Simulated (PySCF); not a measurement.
# Br²⁺: ionisation energy

Br²⁺ [Ar] 3d10 4s2 4p3 (4S) → Br³⁺ [Ar] 3d10 4s2 4p2 (3P), as a difference of total energies. All numbers are calculated (PySCF 2.14, scalar relativity through the core potential, in aug-cc-pwCVTZ-PP with ECP10MDF (8s7p6d4f1g, 96 functions)). Correlated levels: valence: 3s2 3p6 3d10 frozen. The calculations carry no spin-orbit coupling.

```json
{"method": "UHF", "ionisation energy (eV)": "34.625", "difference from reference (eV)": "-0.246"}
{"method": "MP2 (valence)", "ionisation energy (eV)": "35.168", "difference from reference (eV)": "+0.297"}
{"method": "SCS-MP2 (valence)", "ionisation energy (eV)": "35.009", "difference from reference (eV)": "+0.138"}
{"method": "CCSD (valence)", "ionisation energy (eV)": "35.130", "difference from reference (eV)": "+0.259"}
{"method": "CCSD(T) (valence)", "ionisation energy (eV)": "35.158", "difference from reference (eV)": "+0.287"}
```

Reference: 34.871 ± 0.019 eV (measured; NIST Atomic Spectra Database, ionization energies).

The reference lies between the lowest fine-structure levels, while these numbers refer to the centres of the terms.

Errors of the correlated levels include the incompleteness of this basis and the frozen core.
